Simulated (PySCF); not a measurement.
## Do core-level shifts follow atomic charges?

C₃H₆N₂Si.
SMILES with atom numbers: `[SiH3:1][n:2]1[cH:3][cH:4][cH:5][n:6]1`

Binding energies: delta-SCF UKS SCAN, pcX-2 on the ionised atom, pcseg-1 elsewhere, spin-free X2C (PySCF). Charges: PBE0/pcSseg-1 ground-state density, for the ionised atom.

```json
{"atom": "C4", "environment": "aromatic CH carbon", "C 1s (eV)": "290.14", "Mulliken (e)": "-0.311", "IAO (e)": "-0.253", "Hirshfeld (e)": "-0.102", "ESP (e)": "-0.502"}
{"atom": "C5", "environment": "aromatic CH next to a ring nitrogen", "C 1s (eV)": "290.78", "Mulliken (e)": "+0.159", "IAO (e)": "-0.067", "Hirshfeld (e)": "-0.025", "ESP (e)": "+0.270"}
{"atom": "C3", "environment": "aromatic CH next to a ring nitrogen", "C 1s (eV)": "291.14", "Mulliken (e)": "+0.237", "IAO (e)": "-0.097", "Hirshfeld (e)": "-0.022", "ESP (e)": "-0.051"}
```

Task: How well does each charge scheme correlate with the binding energies over these sites?

Result: Mulliken: r = 0.97, slope 1.7 eV per e; Hirshfeld: r = 0.94, slope 10.5 eV per e; IAO: r = 0.87, slope 4.4 eV per e; ESP: r = 0.70, slope 0.9 eV per e. On 3 points no scheme stands out.

Task: The point-charge model writes a binding energy as kq + V + constant, with V the potential of the other atoms' charges at the site. What does it give with the ESP charges?

Result: V = Σ 14.40 eV Å × q/r over all other atoms: +5.29 eV at C4, -5.99 eV at C5, -0.27 eV at C3. Fitting binding energy − V to q gives k = 15.4 eV per e and leaves an rms residual of 0.19 eV, against 0.29 eV for the fit on q alone. The model has no term for differences in relaxation between sites.

Geometry: GFN2-xTB; no solvent, vibrations or thermal averaging.
